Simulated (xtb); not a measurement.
Rh(acac)(CO)2 (C₇H₇O₄Rh), SMILES C1(=CC(=[O]->[Rh](<-[C-]#[O+])([O]1)<-[C-]#[O+])C)C, multiplicity 1. All values are semi-empirical tight-binding results from xtb (GFN2-xTB unless named), good for trends rather than for accurate numbers. Geometry: GFN2-xTB. The spin state was assumed, not searched. The isomer is the one that the SMILES or the coordinates give; other isomers of the formula were not compared. The values are those of a single conformer.

Optimised geometry:

Bonded distances (Å): Rh1–O7 1.983, Rh1–O8 1.983, Rh1–C17 1.842, Rh1–C19 1.842, C2–C3 1.509, C2–H9 1.085, C2–H10 1.089, C2–H11 1.089, C3–C4 1.396, C3–O8 1.268, C4–C5 1.396, C4–H12 1.077, C5–C6 1.509, C5–O7 1.268, C6–H13 1.089, C6–H14 1.085, C6–H15 1.089, O16–C17 1.142, O18–C19 1.142. Bond angles (°): O7–Rh1–O8 87.2, O7–Rh1–C17 91.7, O7–Rh1–C19 179.0, O8–Rh1–C17 179.0, O8–Rh1–C19 91.8, C17–Rh1–C19 89.2, C3–C2–H9 111.7, C3–C2–H10 109.3, C3–C2–H11 109.2, H9–C2–H10 109.6, H9–C2–H11 109.5, H10–C2–H11 107.4, C2–C3–C4 119.0, C2–C3–O8 115.8, C4–C3–O8 125.2, C3–C4–C5 122.6, C3–C4–H12 118.7, C5–C4–H12 118.7, C4–C5–C6 119.0, C4–C5–O7 125.2, C6–C5–O7 115.8, C5–C6–H13 109.2, C5–C6–H14 111.7, C5–C6–H15 109.2, H13–C6–H14 109.6, H13–C6–H15 107.4, H14–C6–H15 109.6, Rh1–O7–C5 129.9, Rh1–O8–C3 129.9, Rh1–C17–O16 178.9, Rh1–C19–O18 178.8.
Charge 0, spin multiplicity 1.

A frequency run showed that this geometry is not a minimum.

For metal compounds this method's bond lengths and energies can be far off.

Q: Estimate the properties. (The exact figures need the calculation; the answer reports its results.)

A: 
| Property | Value |
|---|---|
| point group as xtb finds it | C2v |
| orbital gap | 2.67 eV |

Computed atomic charges and the Wiberg bond orders between heavy atoms:
charges (e) Rh1 -0.05, C2 -0.13, C3 0.21, C4 -0.13, C5 0.21, C6 -0.13, O7 -0.27, O8 -0.27, H9 0.05, H10 0.07, H11 0.07, H12 0.03, H13 0.07, H14 0.05, H15 0.07, O16 -0.12, C17 0.20, O18 -0.12, C19 0.20. Bond orders C2–C3 1.00, C3–C4 1.35, C4–C5 1.35, C5–C6 1.00, Rh1–O7 0.68, C5–O7 1.42, Rh1–O8 0.68, C3–O8 1.42, Rh1–C17 1.26, O16–C17 2.23, Rh1–C19 1.26, O18–C19 2.23.
